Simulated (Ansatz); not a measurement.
Ansatz (a quantum-chemistry and plane-wave program) input (B3LYP-D3(BJ)/def2-TZVP):

Ansatz 0.2 input:
```yaml
crystal:
  periodic: [false, false, false]
  atoms:
    - {symbol: B, position_ang: [-0.00000000, -0.00000000, -0.73477070]}
    - {symbol: N, position_ang: [0.00000000, 0.00000000, 0.57007214]}
    - {symbol: H, position_ang: [-0.00000000, -0.00000000, -1.90320192]}
    - {symbol: H, position_ang: [0.00000000, 0.00000000, 1.58655045]}
basis:
  gaussian:
    orbitals: def2-TZVP
hamiltonian:
  xc: b3lyp
  dispersion: d3bj
total_charge: 1
magnetization: {spin_polarized: true, initial_magnetization: 1}
phonons: {temperatures: {t_min: 298.15, t_max: 298.15, t_step: 100}}
```

Output:

```
Functional definition: B3LYP
integrals: 0.01 GiB planned
412 factors; their error is unknown
mean field: 0.17 GiB planned
mean field evaluation 1: about -2158.1044 eV, gradient 7.9e1 eV
mean field evaluation 2: about -2035.9928 eV, gradient 1.3e2 eV
mean field evaluation 4: about -2183.1681 eV, gradient 3.1e1 eV
mean field evaluation 8: about -2188.6313 eV, gradient 1.0e-1 eV
mean field evaluation 16: about -2188.6279 eV, gradient 2.9e-4 eV
mean field evaluation 32: about -2184.1479 eV, gradient 3.3e0 eV
mean field -2188.62786492 eV, -80.4305905306 hartree, gradient 6.6e-5 eV, S^2 0.753515; 2 other end points of the search recorded, 0 dependent functions left out
the calculation of the forces begins
reference -2188.62803247 eV, -80.4305966880 hartree; 7, 6 occupied and 67, 68 virtual orbitals, 412 factors
these checks for a lower state are left out or cut short: stability, starts, cluster_reference, orbital_swaps, neighbouring_geometries, increment
integrals: 0.01 GiB planned
412 factors; their error is unknown
mean field: 0.16 GiB planned
mean field -2188.62784858 eV, -80.4305899301 hartree, gradient 1.8e-6 eV, S^2 0.753515; 0 other end points of the search recorded, 0 dependent functions left out
the calculation of the forces begins
reference -2188.62801613 eV, -80.4305960876 hartree; 7, 6 occupied and 67, 68 virtual orbitals, 412 factors
these checks for a lower state are left out or cut short: stability, starts, cluster_reference, orbital_swaps, neighbouring_geometries, increment
integrals: 0.01 GiB planned
412 factors; their error is unknown
mean field: 0.16 GiB planned
mean field -2188.62784858 eV, -80.4305899301 hartree, gradient 1.8e-6 eV, S^2 0.753515; 0 other end points of the search recorded, 0 dependent functions left out
the calculation of the forces begins
reference -2188.62801613 eV, -80.4305960876 hartree; 7, 6 occupied and 67, 68 virtual orbitals, 412 factors
these checks for a lower state are left out or cut short: stability, starts, cluster_reference, orbital_swaps, neighbouring_geometries, increment
integrals: 0.01 GiB planned
412 factors; their error is unknown
mean field: 0.16 GiB planned
mean field -2188.62785103 eV, -80.4305900203 hartree, gradient 1.8e-6 eV, S^2 0.753515; 0 other end points of the search recorded, 0 dependent functions left out
the calculation of the forces begins
reference -2188.62801859 eV, -80.4305961777 hartree; 7, 6 occupied and 67, 68 virtual orbitals, 412 factors
these checks for a lower state are left out or cut short: stability, starts, cluster_reference, orbital_swaps, neighbouring_geometries, increment
integrals: 0.01 GiB planned
412 factors; their error is unknown
mean field: 0.16 GiB planned
mean field evaluation 64: about -2188.6279 eV, gradient 1.8e-6 eV
mean field -2188.62785103 eV, -80.4305900203 hartree, gradient 1.8e-6 eV, S^2 0.753515; 0 other end points of the search recorded, 0 dependent functions left out
the calculation of the forces begins
reference -2188.62801859 eV, -80.4305961777 hartree; 7, 6 occupied and 67, 68 virtual orbitals, 412 factors
these checks for a lower state are left out or cut short: stability, starts, cluster_reference, orbital_swaps, neighbouring_geometries, increment
integrals: 0.01 GiB planned
412 factors; their error is unknown
mean field: 0.16 GiB planned
mean field -2188.62756187 eV, -80.4305793936 hartree, gradient 1.8e-6 eV, S^2 0.753492; 0 other end points of the search recorded, 0 dependent functions left out
the calculation of the forces begins
reference -2188.62772941 eV, -80.4305855506 hartree; 7, 6 occupied and 67, 68 virtual orbitals, 412 factors
these checks for a lower state are left out or cut short: stability, starts, cluster_reference, orbital_swaps, neighbouring_geometries, increment
[...]
412 factors; their error is unknown
mean field: 0.16 GiB planned
mean field -2188.62786205 eV, -80.4305904249 hartree, gradient 1.8e-6 eV, S^2 0.753515; 0 other end points of the search recorded, 0 dependent functions left out
the calculation of the forces begins
reference -2188.62802960 eV, -80.4305965824 hartree; 7, 6 occupied and 67, 68 virtual orbitals, 412 factors
these checks for a lower state are left out or cut short: stability, starts, cluster_reference, orbital_swaps, neighbouring_geometries, increment
integrals: 0.01 GiB planned
412 factors; their error is unknown
mean field: 0.17 GiB planned
mean field -2188.62753545 eV, -80.4305784226 hartree, gradient 1.9e-6 eV, S^2 0.753531; 0 other end points of the search recorded, 0 dependent functions left out
the calculation of the forces begins
reference -2188.62770304 eV, -80.4305845817 hartree; 7, 6 occupied and 67, 68 virtual orbitals, 412 factors
these checks for a lower state are left out or cut short: stability, starts, cluster_reference, orbital_swaps, neighbouring_geometries, increment
integrals: 0.01 GiB planned
412 factors; their error is unknown
mean field: 0.17 GiB planned
mean field -2188.62751383 eV, -80.4305776281 hartree, gradient 1.8e-6 eV, S^2 0.753500; 0 other end points of the search recorded, 0 dependent functions left out
the calculation of the forces begins
reference -2188.62768133 eV, -80.4305837838 hartree; 7, 6 occupied and 67, 68 virtual orbitals, 412 factors
these checks for a lower state are left out or cut short: stability, starts, cluster_reference, orbital_swaps, neighbouring_geometries, increment
integrals: 0.01 GiB planned
412 factors; their error is unknown
mean field: 0.16 GiB planned
mean field evaluation 128: about -2188.6278 eV, gradient 2.1e-1 eV
mean field -2188.62786092 eV, -80.4305903835 hartree, gradient 1.8e-6 eV, S^2 0.753515; 0 other end points of the search recorded, 0 dependent functions left out
the calculation of the forces begins
reference -2188.62802847 eV, -80.4305965409 hartree; 7, 6 occupied and 67, 68 virtual orbitals, 412 factors
these checks for a lower state are left out or cut short: stability, starts, cluster_reference, orbital_swaps, neighbouring_geometries, increment
integrals: 0.01 GiB planned
412 factors; their error is unknown
mean field: 0.16 GiB planned
mean field -2188.62786092 eV, -80.4305903835 hartree, gradient 1.8e-6 eV, S^2 0.753515; 0 other end points of the search recorded, 0 dependent functions left out
the calculation of the forces begins
reference -2188.62802847 eV, -80.4305965409 hartree; 7, 6 occupied and 67, 68 virtual orbitals, 412 factors
these checks for a lower state are left out or cut short: stability, starts, cluster_reference, orbital_swaps, neighbouring_geometries, increment
integrals: 0.01 GiB planned
412 factors; their error is unknown
mean field: 0.16 GiB planned
mean field -2188.62786028 eV, -80.4305903601 hartree, gradient 1.8e-6 eV, S^2 0.753515; 0 other end points of the search recorded, 0 dependent functions left out
the calculation of the forces begins
reference -2188.62802783 eV, -80.4305965175 hartree; 7, 6 occupied and 67, 68 virtual orbitals, 412 factors
these checks for a lower state are left out or cut short: stability, starts, cluster_reference, orbital_swaps, neighbouring_geometries, increment
integrals: 0.01 GiB planned
412 factors; their error is unknown
mean field: 0.16 GiB planned
mean field -2188.62786028 eV, -80.4305903601 hartree, gradient 1.8e-6 eV, S^2 0.753515; 0 other end points of the search recorded, 0 dependent functions left out
the calculation of the forces begins
reference -2188.62802783 eV, -80.4305965175 hartree; 7, 6 occupied and 67, 68 virtual orbitals, 412 factors
these checks for a lower state are left out or cut short: stability, starts, cluster_reference, orbital_swaps, neighbouring_geometries, increment
integrals: 0.01 GiB planned
412 factors; their error is unknown
mean field: 0.17 GiB planned
mean field evaluation 160: about -2188.6278 eV, gradient 1.8e-6 eV
mean field -2188.62777159 eV, -80.4305871006 hartree, gradient 1.8e-6 eV, S^2 0.753515; 0 other end points of the search recorded, 0 dependent functions left out
the calculation of the forces begins
reference -2188.62793904 eV, -80.4305932545 hartree; 7, 6 occupied and 67, 68 virtual orbitals, 412 factors
these checks for a lower state are left out or cut short: stability, starts, cluster_reference, orbital_swaps, neighbouring_geometries, increment
integrals: 0.01 GiB planned
412 factors; their error is unknown
mean field: 0.17 GiB planned
mean field -2188.62778634 eV, -80.4305876429 hartree, gradient 1.8e-6 eV, S^2 0.753515; 0 other end points of the search recorded, 0 dependent functions left out
the calculation of the forces begins
reference -2188.62795399 eV, -80.4305938039 hartree; 7, 6 occupied and 67, 68 virtual orbitals, 412 factors
these checks for a lower state are left out or cut short: stability, starts, cluster_reference, orbital_swaps, neighbouring_geometries, increment
integrals: 0.01 GiB planned
412 factors; their error is unknown
mean field: 0.16 GiB planned
mean field -2188.62786145 eV, -80.4305904029 hartree, gradient 1.8e-6 eV, S^2 0.753515; 0 other end points of the search recorded, 0 dependent functions left out
the calculation of the forces begins
reference -2188.62802900 eV, -80.4305965603 hartree; 7, 6 occupied and 67, 68 virtual orbitals, 412 factors
these checks for a lower state are left out or cut short: stability, starts, cluster_reference, orbital_swaps, neighbouring_geometries, increment
integrals: 0.01 GiB planned
412 factors; their error is unknown
mean field: 0.16 GiB planned
mean field -2188.62786145 eV, -80.4305904029 hartree, gradient 1.8e-6 eV, S^2 0.753515; 0 other end points of the search recorded, 0 dependent functions left out
the calculation of the forces begins
reference -2188.62802900 eV, -80.4305965603 hartree; 7, 6 occupied and 67, 68 virtual orbitals, 412 factors
these checks for a lower state are left out or cut short: stability, starts, cluster_reference, orbital_swaps, neighbouring_geometries, increment
integrals: 0.01 GiB planned
412 factors; their error is unknown
mean field: 0.16 GiB planned
mean field -2188.62786406 eV, -80.4305904990 hartree, gradient 1.8e-6 eV, S^2 0.753515; 0 other end points of the search recorded, 0 dependent functions left out
the calculation of the forces begins
reference -2188.62803161 eV, -80.4305966565 hartree; 7, 6 occupied and 67, 68 virtual orbitals, 412 factors
these checks for a lower state are left out or cut short: stability, starts, cluster_reference, orbital_swaps, neighbouring_geometries, increment
integrals: 0.01 GiB planned
412 factors; their error is unknown
mean field: 0.16 GiB planned
mean field evaluation 192: about -2188.6315 eV, gradient 9.3e-5 eV
mean field -2188.62786406 eV, -80.4305904990 hartree, gradient 1.8e-6 eV, S^2 0.753515; 0 other end points of the search recorded, 0 dependent functions left out
the calculation of the forces begins
reference -2188.62803161 eV, -80.4305966565 hartree; 7, 6 occupied and 67, 68 virtual orbitals, 412 factors
these checks for a lower state are left out or cut short: stability, starts, cluster_reference, orbital_swaps, neighbouring_geometries, increment
integrals: 0.01 GiB planned
412 factors; their error is unknown
mean field: 0.17 GiB planned
mean field -2188.62773755 eV, -80.4305858498 hartree, gradient 1.8e-6 eV, S^2 0.753523; 0 other end points of the search recorded, 0 dependent functions left out
the calculation of the forces begins
reference -2188.62790516 eV, -80.4305920095 hartree; 7, 6 occupied and 67, 68 virtual orbitals, 412 factors
these checks for a lower state are left out or cut short: stability, starts, cluster_reference, orbital_swaps, neighbouring_geometries, increment
integrals: 0.01 GiB planned
412 factors; their error is unknown
mean field: 0.17 GiB planned
mean field -2188.62772077 eV, -80.4305852330 hartree, gradient 1.8e-6 eV, S^2 0.753508; 0 other end points of the search recorded, 0 dependent functions left out
the calculation of the forces begins
reference -2188.62788826 eV, -80.4305913881 hartree; 7, 6 occupied and 67, 68 virtual orbitals, 412 factors
Total energy: -2188.69130834 eV, -80.4329220333 hartree
Atom 0 at    -0.000000    -0.000000    -0.734771 Å, force    -0.000000     0.000000    -0.000391 eV/Å
Atom 1 at     0.000000     0.000000     0.570072 Å, force     0.000000    -0.000000     0.001092 eV/Å
Atom 2 at    -0.000000    -0.000000    -1.903202 Å, force    -0.000000     0.000000    -0.000072 eV/Å
Atom 3 at     0.000000     0.000000     1.586550 Å, force    -0.000000     0.000000    -0.000629 eV/Å
Dipole moment:     0.000000    -0.000000    -0.051581 e Å
Vibrations: 255.91 585.94 722.14 734.33 1597.60 2889.57 3563.59 cm⁻¹, zero-point energy 0.641561 eV
```
